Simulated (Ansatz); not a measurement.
CH4SSi, SMILES `C[Si]S` (excited triplet; C–Si–S–H torsion 92°) (charge 0, multiplicity 3). This triplet is an excited state, 1.52 eV above the relaxed singlet at the level frozen-core CCSD(T)/cc-pVTZ // B3LYP-D3(BJ)/def2-TZVP (Ansatz, a first-principles code).

All values below come from Ansatz with frozen-core CCSD(T)/6-31g // B3LYP-D3(BJ)/def2-TZVP.

Ansatz 0.2 input:
```yaml
crystal:
  periodic: [false, false, false]
  atoms:
    - { symbol: C, position_ang: [-1.1283, 0.134768, 0.132304] }
    - { symbol: Si, position_ang: [0.412973, -0.753587, 0.818806] }
    - { symbol: S, position_ang: [2.214622, -0.696346, -0.32687] }
    - { symbol: H, position_ang: [-1.979751, -0.064922, 0.783332] }
    - { symbol: H, position_ang: [-1.350804, -0.235552, -0.869353] }
    - { symbol: H, position_ang: [-0.953858, 1.211124, 0.09419] }
    - { symbol: H, position_ang: [2.78512, 0.404516, 0.20761] }
basis:
  gaussian: { orbitals: "6-31g" }
correlation:
  method: ccsd_t
magnetization:
  spin_polarized: true
  initial_magnetization: 2
```

Output:

```
Functional definition: HF
535 factors; integrals over basis functions are off by at most 2.7e-4 eV
mean field evaluation 1: about -19767.5824 eV, gradient 1.3e1 eV
mean field evaluation 2: about -19767.5847 eV, gradient 1.3e1 eV
mean field evaluation 4: about -19769.1160 eV, gradient 1.9e0 eV
mean field evaluation 8: about -19769.2105 eV, gradient 6.1e-2 eV
mean field evaluation 16: about -19768.9161 eV, gradient 4.4e0 eV
mean field evaluation 32: about -19765.6150 eV, gradient 3.4e-2 eV
mean field -19769.21083491 eV, -726.5050981305 hartree, gradient 1.6e-6 eV, S^2 2.006021; 0 other end points of the search recorded, 0 dependent functions left out
11 core orbitals not correlated
reference -19769.21083491 eV, -726.5050981305 hartree; 10, 8 occupied and 22, 24 virtual orbitals, 535 factors
second order -4.72005458 eV of doubles, -0.00000000 eV of singles
cycle   1  -5.30445910 eV  change   -5.8e-1 eV  update   7.1e-2
cycle   2  -5.57852975 eV  change   -2.7e-1 eV  update   2.8e-2
cycle   3  -5.62230790 eV  change   -4.4e-2 eV  update   1.1e-2
cycle   4  -5.62206067 eV  change    2.5e-4 eV  update   5.4e-3
cycle   5  -5.62180303 eV  change    2.6e-4 eV  update   2.6e-3
cycle   6  -5.62173937 eV  change    6.4e-5 eV  update   9.8e-4
cycle   7  -5.62174413 eV  change   -4.8e-6 eV  update   3.7e-4
cycle   8  -5.62182763 eV  change   -8.3e-5 eV  update   1.4e-4
cycle   9  -5.62183029 eV  change   -2.7e-6 eV  update   5.2e-5
cycle  10  -5.62182556 eV  change    4.7e-6 eV  update   1.8e-5
perturbative correction -0.11708855 eV, -0.0043029250 hartree
Total energy: -19774.94974903 eV, -726.7159993344 hartree
```
